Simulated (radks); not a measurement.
V9+, configuration [Ne] 3s2 3p2 (the NIST ground configuration).

Calculated with a radial shooting solver on a logarithmic mesh with Libxc functionals: non-relativistic Kohn-Sham, LDA (Slater exchange, Perdew-Wang correlation), spin-unpolarised, spherical densities, point nucleus.

Energy parts (Ry):
total: -1822.89104
kinetic: 1820.98492
electron-nucleus: -4107.58931
Hartree: 537.25982
exchange-correlation: -73.54647

Orbitals (lengths in bohr, moments of r in powers of bohr; r(max) is where P^2 peaks; r(90%) holds 90 % of the orbital's charge):
[
 {"orbital": "1s", "occ.": "2", "eigenvalue (Ry)": "-406.2012", "<1/r>": "22.48", "r(90%)": "0.120", "r(max)": "0.04419", "<r^2>": "0.006051"},
 {"orbital": "2s", "occ.": "2", "eigenvalue (Ry)": "-58.75860", "<1/r>": "4.754", "r(90%)": "0.480", "r(max)": "0.2579", "<r^2>": "0.1132"},
 {"orbital": "2p", "occ.": "6", "eigenvalue (Ry)": "-52.10417", "<1/r>": "4.703", "r(90%)": "0.448", "r(max)": "0.2082", "<r^2>": "0.09164"},
 {"orbital": "3s", "occ.": "2", "eigenvalue (Ry)": "-17.72019", "<1/r>": "1.686", "r(90%)": "1.23", "r(max)": "0.7733", "<r^2>": "0.8124"},
 {"orbital": "3p", "occ.": "2", "eigenvalue (Ry)": "-15.76314", "<1/r>": "1.617", "r(90%)": "1.27", "r(max)": "0.7692", "<r^2>": "0.8333"},
 {"orbital": "3d", "occ.": "0", "eigenvalue (Ry)": "-12.74903", "<1/r>": "1.459", "r(90%)": "1.27", "r(max)": "0.6823", "<r^2>": "0.7903"},
 {"orbital": "4s", "occ.": "0", "eigenvalue (Ry)": "-8.10591", "<1/r>": "0.8284", "r(90%)": "2.43", "r(max)": "1.684", "<r^2>": "3.309"}
]

The highest occupied level is 3p at -214.47 eV. Summed over all electrons, <r^2> = 4.080 bohr^2, which gives a Langevin (diamagnetic) susceptibility term of -3.23 x 10^-6 cm^3/mol. Virial ratio -V/T = 2.00105. The electron density at the nucleus is 8177 e/bohr^3.
